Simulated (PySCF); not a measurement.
Isomers of C5H6F3N. Method used: PySCF, PBE0-D3(BJ)/def2-SVP geometry optimisation, gas phase. Energies are electronic, without zero-point or thermal terms, for one conformer each. No frequencies were run at this level. Point groups hold within 0.08 Å.

Question: Rank from lowest to highest electronic energy at this level (kcal/mol).
A. `[H]/[N:4]=[C:3](\[CH:2]=[CH2:1])[CH2:5][C:6]([F:7])([F:8])[F:9]` with C1–C2–C3–N4 26°, C2–C3–C5–C6 63°
B. `[H]/N=C1\CC[C@H]1C(F)(F)F`

Answer: B (0.0), A (2.9).

As drawn, the lower has a four-membered ring, which the higher lacks; the higher has a C=C bond outside aromatic rings, which the lower lacks.

| SMILES | E (Eh) | E rel (kcal/mol) | dipole (D) | point group | A, B, C (MHz) |
| --- | --- | --- | --- | --- | --- |
| [H]/N=C1\CC[C@H]1C(F)(F)F | -547.43173 | 0.0 | 3.64 | C1 | 2605, 1408, 1127 |
| [H]/N=C(\C=C)CC(F)(F)F | -547.42711 | 2.9 | 2.61 | C1 | 2842, 1089, 949.4 |

How do the relative energies change in single points at PBE0/pcSseg-1 (no added dispersion term) on the same geometries?

```tsv
SMILES	PBE0-D3(BJ)/def2-SVP (kcal/mol)	PBE0/pcSseg-1 (kcal/mol)	shift
[H]/N=C1\CC[C@H]1C(F)(F)F	0.0	0.0	0.0
[H]/N=C(\C=C)CC(F)(F)F	2.9	1.4	-1.5
```

Each column counts from its own lowest isomer. The order is unchanged; the largest shift is 1.5 kcal/mol.

As an exercise, what shares would exp(−E/RT) give at 500 K from these electronic energies alone (no entropy, no degeneracies)?

RT = 0.994 kcal/mol: [H]/N=C1\CC[C@H]1C(F)(F)F 94.9 %, [H]/N=C(\C=C)CC(F)(F)F 5.1 %.
